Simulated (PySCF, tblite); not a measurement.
Isomers of C5H6NS (doublet state), one GFN2-xTB conformer each. Single-point energies are computed at B3LYP/pcH-1 (PySCF, gas phase, no added dispersion term), electronic only. GFN2-xTB treats the open shell by occupation alone, and not every SCF solution was tested for stability.

Task: Rank them by B3LYP/pcH-1 energy, lowest first (kcal/mol).
A. `[N:1]#[C:2][C@@H:3]1[CH:4][CH2:5][CH2:6][S:7]1` (doublet state) with C2–C3–C4–C5 -90°, C3–C4–C5–C6 2°, C4–C5–C6–S7 -29°, C5–C6–S7–C3 37°
B. `[N:1]#[C:2][C:3]1[CH2:4][CH2:5][CH2:6][S:7]1` (doublet state) with C2–C3–C4–C5 -158°, C3–C4–C5–C6 -41°, C4–C5–C6–S7 41°, C5–C6–S7–C3 -24°
C. `[CH2:1][c:2]1[cH:3][n:4][c:5]([CH3:6])[s:7]1` (doublet state) with H–C1–C2–C3 180° and 0°

Result: C (0.0), B (2.5), A (23.5).

Neighbours under 5.0 kcal/mol apart ([CH2]c1cnc(C)s1 and N#C[C]1CCCS1) can change places with a better method, another conformer or zero-point energy. GFN2-xTB itself gives, in the same order: 0.0, 13.6, 38.3. Both levels put the same isomer lowest; measured from each level's own lowest isomer, the values differ by up to 14.8 kcal/mol (N#C[C@@H]1[CH]CCS1: 38.3 against 23.5).

Task: What happens when harmonic zero-point energies from GFN2-xTB frequencies are added?

Result: 
```
            SMILES  ZPE (kcal/mol)  electronic (kcal/mol)  with ZPE (kcal/mol)
   [CH2]c1cnc(C)s1            59.5                    0.0                  0.0
      N#C[C]1CCCS1            61.2                    2.5                  4.2
N#C[C@@H]1[CH]CCS1            59.4                   23.5                 23.3
```

The zero-point energies span 1.8 kcal/mol. The order is unchanged.

Task: As an exercise, what shares would exp(−E/RT) give at 1000 K from these electronic energies alone (no entropy, no degeneracies)?

Result: RT = 1.987 kcal/mol: [CH2]c1cnc(C)s1 78.2 %, N#C[C]1CCCS1 21.8 %, N#C[C@@H]1[CH]CCS1 under 0.1 %.
